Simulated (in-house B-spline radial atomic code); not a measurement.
Whole-atom quantities along the 56-electron series, configuration [Kr] 4d10 4f8 5s2. Computed with a radial B-spline atomic code at the basis-set limit: non-relativistic Hartree-Fock, average of the configuration, point nuclei.

This level leaves out relativity, spin-orbit splitting included, which matters for heavy ions.

| ion | Z | E/Z² (Eh) | Σ<r²> (bohr²) | n(0)/Z³ (bohr⁻³) | Lamb diamagnetic shielding (ppm) | repulsion over attraction |
| --- | --- | --- | --- | --- | --- | --- |
| Dy10+ | 66 | -2.666 | 16.132 | 0.71284 | 7329.03 | 0.14768 |
| Ho11+ | 67 | -2.6799 | 15.006 | 0.71332 | 7467.27 | 0.14637 |
| Er12+ | 68 | -2.6935 | 14.019 | 0.71379 | 7605.34 | 0.14505 |
